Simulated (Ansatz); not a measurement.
`ClC[SiH2][SnH3]` and `ClC[SiH2]Br` differ in one atom or group.

Ansatz, PBE0-D4/def2-TZVP geometries, multiplicity 1. Each molecule was computed in one conformer, which needn't be the lowest.

Elements past krypton have def2 core potentials. Scalar relativity is left out up to krypton.

```tsv
property	`ClC[SiH2][SnH3]`
HOMO energy (PBE/def2-TZVPP) / eV	-6.86
size of the dipole moment (B3LYP/def2-TZVPP) / D	1.65
LUMO energy (ωB97M-V/def2-TZVPP) / eV	1.26
HOMO–LUMO gap (PBE0/def2-TZVPP) / eV	7.61
HOMO–LUMO gap (PBE/def2-TZVPP) / eV	5.66
size of the dipole moment (PBE/def2-TZVPP) / D	1.55
```

Q: What does the change do to each property? (An estimate is asked.)

A: Computed: 
| property | `ClC[SiH2]Br` | shift |
| --- | --- | --- |
| HOMO energy (PBE/def2-TZVPP) / eV | -6.90 | -0.04 |
| size of the dipole moment (B3LYP/def2-TZVPP) / D | 2.20 | 0.55 |
| LUMO energy (ωB97M-V/def2-TZVPP) / eV | 1.55 | 0.29 |
| HOMO–LUMO gap (PBE0/def2-TZVPP) / eV | 7.94 | 0.33 |
| HOMO–LUMO gap (PBE/def2-TZVPP) / eV | 5.68 | 0.02 |
| size of the dipole moment (PBE/def2-TZVPP) / D | 2.07 | 0.52 |

With PBE0 the HOMO falls by 0.26 eV and the LUMO rises by 0.06 eV, so the gap widens by about 0.32 eV. PBE moves the HOMO by -0.04 eV and ωB97M-V by -0.48 eV. Dipoles are sizes alone; their direction can turn.

B3LYP here is the variant with VWN-RPA as its local correlation; programs differ in this.

Spin–orbit coupling is left out; it splits and shifts lone-pair levels of the heavy atoms by tenths of an eV.
